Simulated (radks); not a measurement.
The numbers below are computed, except where a source is named.
Charge is removed step by step from the 5p down level of Ta, starting from [Kr] 4d10 4f14 5s2 5p(up 3, down 3) 5d3 6s2. Level of theory: non-relativistic Kohn-Sham, LDA (Slater exchange, Perdew-Wang correlation), spin-polarised, spherical densities, point nucleus; open shells are filled with parallel spins first (spin-orbit coupling, left out, can overturn this in heavy ions); relativity is left out, which matters for an element this heavy (a radial shooting solver on a logarithmic mesh with Libxc functionals).

removed (e) = 0: E - E(0) (eV) 0.000; eigenvalue (eV) -36.547; E minus straight line (eV) 0.000
removed (e) = 0.125: E - E(0) (eV) 4.647; eigenvalue (eV) -37.808; E minus straight line (eV) -0.591
removed (e) = 0.25: E - E(0) (eV) 9.454; eigenvalue (eV) -39.109; E minus straight line (eV) -1.021
removed (e) = 0.375: E - E(0) (eV) 14.426; eigenvalue (eV) -40.447; E minus straight line (eV) -1.287
removed (e) = 0.5: E - E(0) (eV) 19.567; eigenvalue (eV) -41.818; E minus straight line (eV) -1.383
removed (e) = 0.625: E - E(0) (eV) 24.881; eigenvalue (eV) -43.219; E minus straight line (eV) -1.306
removed (e) = 0.75: E - E(0) (eV) 30.373; eigenvalue (eV) -44.649; E minus straight line (eV) -1.052
removed (e) = 0.875: E - E(0) (eV) 36.045; eigenvalue (eV) -46.105; E minus straight line (eV) -0.618
removed (e) = 1: E - E(0) (eV) 41.900; eigenvalue (eV) -47.586; E minus straight line (eV) 0.000

Removing the whole electron costs 41.900 eV by Delta-SCF, against 36.547 eV from minus the eigenvalue at the starting occupation. Slater's transition state (half an electron removed) gives 41.818 eV. Integrating minus the eigenvalue over the occupation (Janak's theorem) gives 41.900 eV. The mean slope of the eigenvalue, de/dn, is 11.0 eV per electron.
